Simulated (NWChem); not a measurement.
# InF2 cation; SMILES [F][In+][F]

def2 effective core potentials on In; no spin-orbit coupling.

Question: Give the equilibrium geometry at PBE0/def2-SVP with def2 effective core potentials on In (NWChem) as a Z-matrix, with the point group.

Answer: point group D*h; any orientation.
```
In
F 1 1.8756
F 1 1.8756 2 180.00
```
